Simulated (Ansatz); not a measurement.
PBE exchange is replaced step by step with exact exchange (0 % is PBE, 25 % PBE0; no dispersion term), basis def2-SVP, Ansatz. System: `Cl[Si](Cl)(Cl)Cc1ccc(-c2cnc(-c3ccccc3)nc2)cc1`. Total charge 0; singlet. Geometry: PBE-D4/def2-SVP.

Geometry of the singlet:

```xyz
36

Cl   -0.601    6.001   -2.746
Si    1.156    5.429   -3.674
Cl    1.570    6.768   -5.195
Cl    2.687    5.495   -2.286
C     0.990    3.692   -4.381
C     0.734    2.665   -3.309
C    -0.576    2.398   -2.860
C    -0.810    1.479   -1.832
C     0.258    0.796   -1.208
C     0.009   -0.176   -0.127
C    -1.030   -0.019    0.820
N    -1.273   -0.897    1.792
C    -0.469   -1.982    1.865
C    -0.736   -2.967    2.939
C    -1.778   -2.745    3.867
C    -2.031   -3.679    4.879
C    -1.251   -4.844    4.977
C    -0.213   -5.070    4.056
C     0.046   -4.139    3.044
N     0.562   -2.229    1.025
C     0.784   -1.344    0.053
C     1.571    1.071   -1.656
C     1.803    1.991   -2.683
H     1.930    3.488   -4.935
H     0.167    3.733   -5.126
H    -1.427    2.916   -3.328
H    -1.846    1.268   -1.525
H    -1.674    0.879    0.791
H    -2.375   -1.827    3.770
H    -2.845   -3.498    5.599
H    -1.453   -5.578    5.772
H     0.400   -5.983    4.130
H     0.852   -4.294    2.312
H     1.609   -1.576   -0.647
H     2.427    0.576   -1.172
H     2.836    2.199   -3.001
```

Single mean-field runs in def2-SVP are fitted with def2-universal-jkfit.

| exact exchange (%) | HOMO (eV) | LUMO (eV) | gap (eV) |
| --- | --- | --- | --- |
| 0 | -5.57 | -2.63 | 2.94 |
| 5 | -5.82 | -2.48 | 3.34 |
| 10 | -6.02 | -2.34 | 3.68 |
| 15 | -6.20 | -2.20 | 4.01 |
| 25 | -6.56 | -1.91 | 4.66 |
| 50 | -7.46 | -1.17 | 6.29 |

(1) Fit a straight line to the column «gap (eV)» against the share of exact exchange and predict its value at 35 %.

Answers

(1) With x = exact exchange (%) and y = gap (eV): mean x = 17.5, mean y = 4.153; Σ(x − x̄)(y − ȳ) = 108.6, Σ(x − x̄)² = 1638; slope b = 0.0663, intercept a = ȳ − b·x̄ = 2.993. The residuals of the fitted rows reach 0.05. At x = 35 the line gives 2.993 + (0.0663 × 35) = 5.31; the run gave 5.31, the same within rounding.
